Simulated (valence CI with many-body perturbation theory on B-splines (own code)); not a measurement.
## Forbidden lines of Yb30+

Computed by configuration interaction combined with many-body perturbation theory (CI+MBPT): four valence electrons over a frozen Dirac-Fock core [Kr], a basis of 7 s, 7 p, 8 d, 6 f, 4 g, 1 h functions for each j, with the one-electron correlation potential Σ1 (screened to all orders), the two-electron term Σ2, the three-electron term Σ3, Breit, model QED; selected single and double excitations, second order for the rest, scaled by the run's own slope (own B-spline code, finite nucleus).

The last digits are not significant, and no measured levels were compared; by estimate large intervals hold to a few tenths of a per cent, small ones and those within an open d or f shell to about a per cent. The list stops below the first excitations out of the core.

Lines 51 to 100 of 120 in falling wavelength, among levels below 909240 cm⁻¹, chosen from the decays that carry over 1 % of a level's rate. Wavelengths and rates use the calculated energies. S is in atomic units (e²a₀⁴ for E2 and M2, e²a₀⁶ for E3), for M1 in squared Bohr magnetons. Weak lines are less certain than strong ones. Lines between different terms over intervals too small for the method are left out, as are lines whose strength nearly cancels. The highest levels of a list are the least certain.

Levels are named by their leading jj configuration (3d3/2^4 stands for four electrons in 3d with j = 3/2), which in mixed levels can hold well under half, so a name can repeat and another be missing. Letters in brackets count levels of one name in rising energy.

| λ vac (nm) | Upper | Lower | Type | A (s⁻¹) | S (a.u.) |
| --- | --- | --- | --- | --- | --- |
| 91.34 | (4d3/2^2 4d5/2^2) J=4 [b] | (4d3/2^3 4d5/2) J=3 | M1 | 3.23e+03 | 8.22e-01 |
| 91.13 | (4d3/2^2 4d5/2^2) J=3 [b] | (4d3/2^3 4d5/2) J=3 | M1 | 1.77e+03 | 3.47e-01 |
| 90.86 | (4d3/2 4d5/2^3) J=3 [c] | (4d3/2^2 4d5/2^2) J=4 [c] | M1 | 9.14e+03 | 1.78e+00 |
| 90.75 | (4d3/2 4d5/2^3) J=5 | (4d3/2^2 4d5/2^2) J=5 | M1 | 6.48e+03 | 1.97e+00 |
| 90.66 | (4d3/2 4d5/2^3) J=4 [a] | (4d3/2^2 4d5/2^2) J=3 [a] | M1 | 9.67e+03 | 2.40e+00 |
| 89.51 | (4d3/2 4d5/2^3) J=2 [a] | (4d3/2^2 4d5/2^2) J=3 [b] | M1 | 1.16e+04 | 1.54e+00 |
| 88.81 | (4d3/2^2 4d5/2^2) J=2 [b] | (4d3/2^3 4d5/2) J=3 | M1 | 6.48e+01 | 8.41e-03 |
| 88.57 | (4d3/2^2 4d5/2^2) J=2 [d] | (4d3/2^2 4d5/2^2) J=3 [a] | M1 | 2.06e+02 | 2.65e-02 |
| 88.20 | (4d3/2 4d5/2^3) J=3 [a] | (4d3/2^2 4d5/2^2) J=2 [a] | M1 | 2.49e+04 | 4.43e+00 |
| 87.78 | (4d3/2 4d5/2^3) J=3 [b] | (4d3/2^2 4d5/2^2) J=2 [b] | M1 | 5.33e+03 | 9.36e-01 |
| 87.64 | (4d5/2^4) J=4 | (4d3/2 4d5/2^3) J=5 | M1 | 8.59e+03 | 1.93e+00 |
| 87.38 | (4d3/2 4d5/2^3) J=6 | (4d3/2^2 4d5/2^2) J=5 | M1 | 1.10e+04 | 3.55e+00 |
| 87.14 | (4d3/2^2 4d5/2^2) J=2 [a] | (4d3/2^3 4d5/2) J=1 | M1 | 2.40e+04 | 2.94e+00 |
| 86.95 | (4d3/2 4d5/2^3) J=4 [a] | (4d3/2^2 4d5/2^2) J=4 [a] | M1 | 2.42e+04 | 5.32e+00 |
| 86.27 | (4d3/2 4d5/2^3) J=0 | (4d3/2^2 4d5/2^2) J=1 | M1 | 1.88e+04 | 4.48e-01 |
| 86.24 | (4d3/2 4d5/2^3) J=4 [b] | (4d3/2^2 4d5/2^2) J=4 [c] | M1 | 1.00e+04 | 2.15e+00 |
| 85.63 | (4d3/2 4d5/2^3) J=3 [b] | (4d3/2^2 4d5/2^2) J=3 [b] | M1 | 1.11e+04 | 1.80e+00 |
| 85.44 | (4d3/2 4d5/2^3) J=3 [b] | (4d3/2^2 4d5/2^2) J=4 [b] | M1 | 3.87e+03 | 6.27e-01 |
| 85.39 | (4d3/2 4d5/2^3) J=3 [c] | (4d3/2^2 4d5/2^2) J=2 [c] | M1 | 7.02e+03 | 1.13e+00 |
| 85.20 | (4d3/2 4d5/2^3) J=1 [b] | (4d3/2^2 4d5/2^2) J=2 [c] | M1 | 1.02e+04 | 7.02e-01 |
| 84.79 | (4d3/2^2 4d5/2^2) J=2 [d] | (4d3/2^2 4d5/2^2) J=2 [a] | M1 | 1.17e+02 | 1.32e-02 |
| 84.05 | (4d3/2^2 4d5/2^2) J=4 [b] | (4d3/2^3 4d5/2) J=4 | M1 | 1.61e+02 | 3.20e-02 |
| 83.87 | (4d3/2^2 4d5/2^2) J=3 [b] | (4d3/2^3 4d5/2) J=4 | M1 | 1.04e+04 | 1.59e+00 |
| 82.44 | (4d3/2^2 4d5/2^2) J=3 [b] | (4d3/2^3 4d5/2) J=2 | M1 | 5.77e+02 | 8.39e-02 |
| 80.54 | (4d3/2^2 4d5/2^2) J=2 [b] | (4d3/2^3 4d5/2) J=2 | M1 | 3.21e+03 | 3.10e-01 |
| 79.35 | (4d3/2 4d5/2^3) J=2 [a] | (4d3/2^2 4d5/2^2) J=1 | M1 | 6.68e+03 | 6.19e-01 |
| 78.73 | (4d3/2 4d5/2^3) J=1 [a] | (4d3/2^2 4d5/2^2) J=2 [a] | M1 | 2.28e+04 | 1.24e+00 |
| 78.26 | (4d5/2^4) J=4 | (4d3/2 4d5/2^3) J=4 [a] | M1 | 2.69e+04 | 4.30e+00 |
| 77.71 | (4d3/2 4d5/2^3) J=5 | (4d3/2^2 4d5/2^2) J=4 [a] | M1 | 3.47e+03 | 6.65e-01 |
| 77.09 | (4d5/2^4) J=4 | (4d3/2 4d5/2^3) J=3 [a] | M1 | 2.17e+04 | 3.32e+00 |
| 76.30 | (4d3/2 4d5/2^3) J=2 [b] | (4d3/2^2 4d5/2^2) J=2 [c] | M1 | 1.02e+04 | 8.38e-01 |
| 74.17 | (4d3/2 4d5/2^3) J=1 [a] | (4d3/2^2 4d5/2^2) J=0 [a] | M1 | 2.34e+04 | 1.06e+00 |
| 68.07 | (4d3/2^2 4d5/2^2) J=2 [c] | (4d3/2^3 4d5/2) J=3 | M1 | 2.42e+04 | 1.41e+00 |
| 67.82 | (4d3/2 4d5/2^3) J=2 [a] | (4d3/2^2 4d5/2^2) J=3 [a] | M1 | 1.24e+04 | 7.15e-01 |
| 65.93 | (4d3/2 4d5/2^3) J=1 [b] | (4d3/2^2 4d5/2^2) J=2 [b] | M1 | 8.96e+02 | 2.86e-02 |
| 65.57 | (4d3/2 4d5/2^3) J=3 [b] | (4d3/2^2 4d5/2^2) J=3 [a] | M1 | 3.64e+03 | 2.67e-01 |
| 64.95 | (4d3/2^2 4d5/2^2) J=4 [c] | (4d3/2^3 4d5/2) J=3 | M1 | 7.00e+03 | 6.40e-01 |
| 64.71 | (4d3/2 4d5/2^3) J=3 [c] | (4d3/2^2 4d5/2^2) J=4 [b] | M1 | 1.10e+03 | 7.73e-02 |
| 63.60 | (4d3/2 4d5/2^3) J=3 [b] | (4d3/2^2 4d5/2^2) J=4 [a] | M1 | 4.39e+03 | 2.93e-01 |
| 63.47 | (4d3/2 4d5/2^3) J=3 [b] | (4d3/2^2 4d5/2^2) J=2 [a] | M1 | 7.19e+02 | 4.77e-02 |
| 63.13 | (4d3/2^2 4d5/2^2) J=2 [b] | (4d3/2^3 4d5/2) J=1 | M1 | 1.40e+03 | 6.54e-02 |
| 63.10 | (4d3/2^2 4d5/2^2) J=2 [c] | (4d3/2^3 4d5/2) J=2 | M1 | 6.33e+03 | 2.95e-01 |
| 62.43 | (4d3/2 4d5/2^3) J=4 [b] | (4d3/2^2 4d5/2^2) J=3 [b] | M1 | 8.55e+03 | 6.94e-01 |
| 61.20 | (4d3/2^2 4d5/2^2) J=0 [b] | (4d3/2^2 4d5/2^2) J=1 | M1 | 1.12e+04 | 9.53e-02 |
| 60.47 | (4d3/2 4d5/2^3) J=2 [b] | (4d3/2^2 4d5/2^2) J=2 [b] | M1 | 1.07e+03 | 4.40e-02 |
| 59.44 | (4d3/2 4d5/2^3) J=2 [b] | (4d3/2^2 4d5/2^2) J=3 [b] | M1 | 3.36e+03 | 1.31e-01 |
| 59.23 | (4d3/2 4d5/2^3) J=1 [b] | (4d3/2^2 4d5/2^2) J=1 | M1 | 5.16e+03 | 1.19e-01 |
| 54.90 | (4d3/2 4d5/2^3) J=4 [b] | (4d3/2^2 4d5/2^2) J=5 | M1 | 1.28e+04 | 7.05e-01 |
| 54.78 | (4d3/2 4d5/2^3) J=2 [b] | (4d3/2^2 4d5/2^2) J=1 | M1 | 5.32e+03 | 1.62e-01 |
| 54.26 | (4d3/2 4d5/2^3) J=4 [a] | (4d3/2^3 4d5/2) J=3 | M1 | 3.93e+02 | 2.09e-02 |
